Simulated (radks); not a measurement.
Results of a calculation; reference values are marked as such.
Q: Fe X, configuration [Ne] 3s2 3p5. Code: a radial shooting solver on a logarithmic mesh with Libxc functionals. Model: Dirac Kohn-Sham, PBE, spin-unpolarised, spherical densities, point nucleus; open shells are shared between the two j in proportion to 2j + 1. Some entries of the table are withheld. Estimate them.

| orbital | occ. | eigenvalue (Ry) | r(max) (bohr) | <r> (bohr) |
|---|---|---|---|---|
| 1s1/2 | 2 | -530.4978 | 0.03826 | 0.05846 |
| 2s1/2 | 2 | -76.55540 | 0.2223 | 0.2659 |
| 2p1/2 | 2 | -68.28134 | (1) | 0.2327 |
| 2p3/2 | 4 | -67.36119 | (2) | 0.2356 |
| 3s1/2 | 2 | -20.96951 | 0.6676 | 0.7354 |
| 3p1/2 | 1.66667 | (3) | (4) | 0.7396 |
| 3p3/2 | 3.33333 | (5) | (6) | 0.7453 |

A: 
(1) 2p1/2 r(max) (bohr): 0.1781
(2) 2p3/2 r(max) (bohr): 0.1806
(3) 3p1/2 eigenvalue (Ry): -18.43526
(4) 3p1/2 r(max) (bohr): 0.6616
(5) 3p3/2 eigenvalue (Ry): -18.28185
(6) 3p3/2 r(max) (bohr): 0.6671
